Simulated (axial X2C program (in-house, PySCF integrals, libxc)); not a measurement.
**Curves of TcSH⁺ from open-shell CI on d5 s0 p(π)0**

Calculated with an axial X2C code built on PySCF integrals: two-component X2C with atomic mean-field Coulomb and Gaunt terms, basis Tc dyall-v3z, S dyall-v3z, H dyall-v3z (cores contracted in-house). Orbitals come from Hartree–Fock averaged over the configuration Tc d5 s0 p(π)0; CI then distributes these electrons over the d, s, p(π) shells of Tc.

Scan along the Tc–S bond with SH moving as one mass, its bond held at 1.340 Å; masses Tc 98.907 u, S 31.972 u, H 1.008 u. Energies in cm⁻¹ from the lowest point; levels are followed by energy order within each Ω. Lowest level at 2.226 Å: 100% d5.

```tsv
R (Å)	(1)Ω=1/2	(1)Ω=3/2	(1)Ω=5/2	(2)Ω=5/2	(2)Ω=3/2	(2)Ω=1/2	(3)Ω=1/2
2.070	3171	3173	3177	18806	18987	19093	19241
2.148	963	965	968	17759	17981	18126	18299
2.226	0	1	4	17539	17796	17975	18173
2.315	37	38	40	18417	18685	18872	19073
2.404	970	971	973	20017	20283	20466	20659
2.504	2771	2772	2773	22403	22656	22826	23002
2.627	5702	5702	5704	25864	26090	26228	26244
```

(1) Fit the curves (1)Ω=1/2, (1)Ω=3/2, (1)Ω=5/2 near their minima.

The 7 lowest curves are shown; the next is (1)Ω=7/2, from 19071 cm⁻¹.

There is no dynamic correlation: spin–orbit spacings and, for f shells, spacings inside one term are the most reliable numbers, splittings between terms come out too wide, and energies between configurations are not reliable, so the lowest level need not be the ground state of the molecule. For d shells the ligand-field splittings (σ, π, δ) and their order can be off by a thousand cm⁻¹ or more. At most 4 roots were kept for each Ω > 0 (twice that for Ω = 0) within 3.2 eV of the lowest, so higher up levels can be missing between those listed; levels with Ω > 0 are doubly degenerate and listed once, Ω = 0 levels singly. Some active spinors are only partly of the character that their shell is named for, so the shell names and counts are nominal. States that fill the shells left empty in the average are placed too high. The molecule was held linear; bending was not examined. Hydrosulfides and their kin are strongly bent in nature, so this linear model does not describe the real molecule.

Answers

(1) From the open-shell CI curves, Te from the lowest:

```tsv
level	Te (cm⁻¹)	Re (Å)	ωe (cm⁻¹)
(1)Ω=1/2	0	2.266	426.6
(1)Ω=3/2	1	2.266	426.7
(1)Ω=5/2	3	2.266	426.7
```

Without dynamic correlation distances can be off by several hundredths of an Å (long for ionic bonds, short for multiple bonds) and the wavenumbers are rough.
